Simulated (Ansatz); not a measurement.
The cluster Cu₂Se. The state is a quintet with charge 0. Geometry PBE0-D4/def2-TZVP.

```tsv
atom	x (Å)	y (Å)	z (Å)
Cu1	-0.1591	-0.6079	-1.2728
Cu2	-0.1844	1.3970	0.1713
Se3	0.3435	-0.7891	1.1016
```

HSE06 is defined as in plane-wave codes, on full-range PBE exchange. At PBE0-D4/def2-TZVP a singlet of charge 0 lies 3.98 eV below the quintet, each at its own geometry. The structure comes from a short search, and lower isomers may exist.

Estimate the α-spin orbital energies around the gap (eV) in Ansatz with PBE-D4/def2-TZVP, revPBE-D4/def2-TZVP, r2SCAN0-D4/def2-TZVP, HSE06-D4/def2-TZVP, BHLYP-D4/def2-TZVP.


| orbital | PBE-D4/def2-TZVP | revPBE-D4/def2-TZVP | r2SCAN0-D4/def2-TZVP | HSE06-D4/def2-TZVP | BHLYP-D4/def2-TZVP |
| --- | --- | --- | --- | --- | --- |
| HOMO−9 | -7.84 | -7.76 | -10.47 | -9.65 | -11.62 |
| HOMO−8 | -7.82 | -7.73 | -10.39 | -9.54 | -11.49 |
| HOMO−7 | -7.68 | -7.59 | -10.34 | -9.53 | -11.14 |
| HOMO−6 | -7.47 | -7.39 | -10.05 | -9.21 | -10.83 |
| HOMO−5 | -7.42 | -7.34 | -10.04 | -9.20 | -10.77 |
| HOMO−4 | -7.40 | -7.32 | -9.45 | -8.79 | -10.22 |
| HOMO−3 | -7.27 | -7.20 | -9.25 | -8.55 | -9.76 |
| HOMO−2 | -7.25 | -7.20 | -9.05 | -8.47 | -9.45 |
| HOMO−1 | -4.75 | -4.69 | -5.84 | -5.18 | -6.63 |
| HOMO | -3.81 | -3.77 | -4.60 | -3.97 | -4.72 |
| LUMO | -1.38 | -1.33 | -0.65 | -0.97 | 0.11 |
| LUMO+1 | -0.68 | -0.62 | 0.22 | -0.16 | 0.92 |
| LUMO+2 | 0.39 | 0.46 | 1.28 | 0.85 | 2.18 |
| LUMO+3 | 1.15 | 1.21 | 2.12 | 1.59 | 2.44 |
| LUMO+4 | 1.16 | 1.22 | 2.23 | 1.60 | 2.70 |
| LUMO+5 | 1.45 | 1.51 | 2.56 | 1.81 | 3.12 |
| β HOMO | -6.97 | -6.89 | -8.25 | -7.92 | -8.73 |
| β LUMO | -6.16 | -6.06 | -4.99 | -5.54 | -3.78 |
